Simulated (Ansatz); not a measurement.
Breaking the Ge1–H2 bond in GeH (multiplicity 2 held). Energies count from the point at 1.606 Å.


```csv
level,energy at R = 6.425 Å (eV),minus FCI/cc-pVTZ,cost
U-HF/cc-pVTZ,1.984,-0.889,-
RO-PBE/cc-pVTZ,4.245,1.372,-
U-PBE/cc-pVTZ,2.901,0.028,×1
U-r2SCAN/cc-pVTZ,2.938,0.065,×2
RO-B3LYP/cc-pVTZ,4.694,1.820,-
U-B3LYP/cc-pVTZ,3.006,0.133,×1
RO-wB97X-V/cc-pVTZ,6.263,3.389,-
U-wB97X-V/cc-pVTZ,3.020,0.146,×4
RO-MP2/cc-pVTZ,3.698,0.824,-
U-MP2/cc-pVTZ,2.676,-0.198,-
U-SCS-MP2/cc-pVTZ,2.805,-0.068,-
"FIC-NEVPT4(SD) on CASSCF(5,5)/cc-pVTZ",2.831,-0.042,-
"FIC-MRCISD+Q on CASSCF(5,5)/cc-pVTZ",2.862,-0.012,-
FCI/cc-pVTZ,2.873,0.000,×8
```

 Full CI is exact for the correlated electrons in its own basis alone.

The rows run from 1.984 (U-HF/cc-pVTZ) to 6.263 eV (RO-wB97X-V/cc-pVTZ). The 4 U-functionals in cc-pVTZ without D3 or D4 span 0.119, from U-PBE to U-wB97X-V.

Restricted levels (R-, RO-) in cc, def2 and unpolarised 6-31G sets keep to the state of the molecule at rest. U- levels take the lowest unrestricted solution at each point, which mixes spins at long bonds. Active spaces are followed from rest. Full CI gives the lowest state of the spin. Levels need not reach the same state.

Frozen-core correlation. Filled d and f shells under p-block atoms count as core.

Doubts at one or more of the structures used: a spin-contaminated determinant (U-HF/cc-pVTZ, U-PBE/cc-pVTZ, U-r2SCAN/cc-pVTZ, U-B3LYP/cc-pVTZ, U-wB97X-V/cc-pVTZ, U-MP2/cc-pVTZ, U-SCS-MP2/cc-pVTZ); a restricted determinant that unrestricted orbitals would lower (RO-PBE/cc-pVTZ, RO-B3LYP/cc-pVTZ, RO-wB97X-V/cc-pVTZ, RO-MP2/cc-pVTZ).

The values were computed with Ansatz (a quantum-chemistry and plane-wave program) with Gaussian orbitals. Each number belongs to the level named beside it.

Costs are rough ratios of core time to U-PBE/cc-pVTZ (about 10 s over the structures, on one shared machine); a dash marks a level with no comparable run of its own.
